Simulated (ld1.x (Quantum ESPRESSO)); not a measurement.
## What the settings do to the RRKJ potential of fluorine

Base potential:

| Item | Value |
| --- | --- |
| Element | F |
| Generator | ld1.x (Quantum ESPRESSO) 7.5 |
| Type | norm-conserving RRKJ (Kleinman–Bylander form) |
| Functional | LDA (PZ) |
| Relativity | scalar-relativistic |
| Frozen core | [He] |
| Valence charge | 7 |
| Reference configuration | 2s2 2p4 (charge +1) |
| Partial waves | 2s (bound): rc 0.85 bohr; 2p (bound): rc 0.90 bohr |
| Local potential | all-electron potential smoothed inside 0.75 bohr (lloc = -2) |
| Core correction | a·sin(br)/r model core, default radius (core density twice the valence density) |

Cutoffs, loose and tight: the cutoffs (Ry, on a coarse ladder) from which the occupation-weighted sum of valence levels, in a spherical-Bessel basis at the reference potential, stays within 10 and 1 mRy of its value at 400 Ry. They do not see the model core or the augmentation charge, which bear on the density cutoff. Test errors are all-electron minus pseudo excitation energies from the reference, over the configurations 2s2 2p5; 2s2 2p3; 2s2 2p2; 2s1 2p6; 2s2 2p1; 2s2 2p5.3; 2s1 2p5 (two spin-polarised tests are not counted in the largest error). A dash means not determined; rows that change the core or the reference have their own tests.

The default core radius of the base comes out at 0.29 bohr.

```tsv
change	outcome	cutoff, loose	cutoff, tight	bound ghosts	largest test error (meV)
base	generated	140 Ry	160 Ry	none	+278
core correction none	generated	140 Ry	160 Ry	none	+474
core correction a·sin(br)/r model core inside 0.36 bohr	generated	140 Ry	160 Ry	none	+294
core correction a·sin(br)/r model core inside 0.56 bohr	generated	140 Ry	160 Ry	none	+419
core correction a·sin(br)/r model core inside 0.70 bohr	generated	140 Ry	160 Ry	none	+461
core correction a·sin(br)/r model core inside 0.80 bohr	generated	140 Ry	160 Ry	none	+470
core correction a·sin(br)/r model core inside 0.92 bohr	generated	140 Ry	160 Ry	none	+473
core correction a·sin(br)/r model core inside 1.00 bohr	generated	140 Ry	160 Ry	none	+474
```

Q: What comes out with this change to the base: core correction a·sin(br)/r model core inside 0.46 bohr?

A: outcome: generated; cutoff, loose: 140 Ry; cutoff, tight: 160 Ry; bound ghosts: none; largest test error (meV): +352.
